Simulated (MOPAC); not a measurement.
Input file for MOPAC: PM7 on PH+, 2S+1 = 2, a spin state set in the input, which need not be the lowest, a point of a bond scan (R = 1.370 Å). Charge +1.

```
PM7 1SCF PRECISE CHARGE=1 UHF MS=0.5 THREADS=1
HP

H      0.00000000 1     0.00000000 1     0.00000000 1
P      0.00000000 1     0.00000000 1     1.36952600 1
```

Program output:

```
*******************************************************************************
 **                                                                           **
 **                              MOPAC v23.2.5                                **
 **                                                                           **
 *******************************************************************************
 ** MOPAC's Digital Object Identifier: https://doi.org/10.5281/zenodo.6511958 **
 **                                                                           **
 ** Please cite the open-source release paper for use of this MOPAC version:  **
 ** J. E. Moussa and J. J. P. Stewart (2026)                                  **
 ** MOPAC: An open-source semiempirical molecular orbital program             **
 ** J. Open Source Softw., 11(119), 8025, https://doi.org/10.21105/joss.08025 **
 *******************************************************************************

                              PM7 CALCULATION RESULTS

 *******************************************************************************
 *  PM7        - The PM7 Hamiltonian to be used
 *  UHF        - UNRESTRICTED HARTREE-FOCK CALCULATION
 *
 *
 *
 *                 CHARGE ON SYSTEM = +1
 *
 *
 *
 *  MS=        - IN MECI, MAGNETIC COMPONENT OF SPIN =  0.5
 *  PRECISE    - TIGHTER CRITERIA TO BE USED
 *  1SCF       - DO 1 SCF AND THEN STOP
 *  THREADS=1  - MULTI-THREADING NOT USED
 *  T=         - A TIME OF 172800.0 SECONDS REQUESTED
 *  DUMP=N     - RESTART FILE WRITTEN EVERY 7200.0 SECONDS REQUESTED
 *******************************************************************************
PM7 1SCF PRECISE CHARGE=1 UHF MS=0.5 THREADS=1
 HP

   ATOM   CHEMICAL          X               Y               Z
  NUMBER   SYMBOL      (ANGSTROMS)     (ANGSTROMS)     (ANGSTROMS)

     1       H          0.00000000  *   0.00000000  *   0.00000000  *
     2       P          0.00000000  *   0.00000000  *   1.36952600  *



          CARTESIAN COORDINATES

    NO.       ATOM           X           Y           Z

     1         H          0.0000      0.0000      0.0000
     2         P          0.0000      0.0000      1.3695

 General Reference for PM7:
 "Optimization of Parameters for Semiempirical Methods VI: More Modifications to the
 NDDO Approximations and Re-optimization of Parameters", J. J. P. Stewart, J. Mol. Mod., 1:32, 19 (2013)
 https://link.springer.com/article/10.1007/s00894-012-1667-x

           Empirical Formula: H P  =     2 atoms



      MOLECULAR POINT GROUP   :   C*v


          UHF CALCULATION, NO. OF ALPHA ELECTRONS =    3
                           NO. OF BETA  ELECTRONS =    2

 -------------------------------------------------------------------------------
 PM7 1SCF PRECISE CHARGE=1 UHF MS=0.5 THREADS=1
 HP



     1SCF WAS SPECIFIED, SO BFGS WAS NOT USED
     SCF FIELD WAS ACHIEVED


                              PM7 CALCULATION
                                                       MOPAC v23.2.5 Linux




          FINAL HEAT OF FORMATION =        317.61247 KCAL/MOL =    1328.89055 KJ/MOL


          COSMO AREA              =         57.80 SQUARE ANGSTROMS
          COSMO VOLUME            =         41.06 CUBIC ANGSTROMS

          IONIZATION POTENTIAL    =         13.738976 EV
          ALPHA SOMO LUMO (EV)    =        -13.739-10.715
          BETA  SOMO LUMO (EV)    =        -17.414 -9.695
          NO. OF ALPHA ELECTRONS  =          3
          NO. OF BETA  ELECTRONS  =          2
          MOLECULAR WEIGHT        =         31.9817         POINT GROUP:  C*v

          MOLECULAR DIMENSIONS (Angstroms)

            Atom       Atom       Distance
            P     2    H     1     1.36953
            P     2    H     1     0.00000
            H     1    P     2     0.00000


          SCF CALCULATIONS        =          1





   ATOM   CHEMICAL          X               Y               Z
  NUMBER   SYMBOL      (ANGSTROMS)     (ANGSTROMS)     (ANGSTROMS)

     1       H          0.00000000  *   0.00000000  *   0.00000000  *
     2       P          0.00000000  *   0.00000000  *   1.36952600  *

                             CARTESIAN COORDINATES

   1    H        0.000000000     0.000000000     0.000000000
   2    P        0.000000000     0.000000000     1.369526000


           Empirical Formula: H P  =     2 atoms



      MOLECULAR POINT GROUP   :   C*v


          ALPHA EIGENVALUES
 -53.16215 -17.91130 -13.73898 -10.71464  -1.22755  93.74124  93.77110  94.00515
  94.00585  94.41594


           BETA EIGENVALUES
 -51.53523 -17.41405  -9.69499  -7.76273  -1.04739  93.74093  93.77263  93.99779
  93.99864  94.37577


              NET ATOMIC CHARGES AND DIPOLE CONTRIBUTIONS

  ATOM NO.   TYPE          CHARGE      No. of ELECS.   s-Pop       p-Pop       d-Pop
    1          H           0.137265        0.8627     0.86273
    2          P           0.862735        4.1373     1.94263     2.18684     0.00780
 DIPOLE           X         Y         Z       TOTAL
 POINT-CHG.     0.000     0.000    -0.696     0.696
 HYBRID        -0.000     0.000    -0.449     0.449
 SUM           -0.000     0.000    -1.144     1.144


          ATOMIC ORBITAL ELECTRON POPULATIONS

     Atom    s        px        py        pz      x^2-y^2     xz        z^2       yz        xy
    1  H   0.86273
    2  P   1.94263   1.00000   0.00000   1.18684   0.00000   0.00000   0.00780   0.00000   0.00000


                    (SZ)    =    0.500000
                    (S**2)  =    0.753373


          ATOMIC ORBITAL SPIN POPULATIONS

    Atom   Total    s     px     py     pz   x^2-y^2  xz     z^2    yz     xy
         Atomic
    1  H -0.0554 -0.055
    2  P  1.0554 -0.001  1.000  0.000  0.057 -0.000  0.000 -0.001  0.000 -0.000

 **********************
 *                    *
 * JOB ENDED NORMALLY *
 *                    *
 **********************




 == MOPAC DONE ==
```

The run finished.

Cost: roughly 0.04 core-seconds.
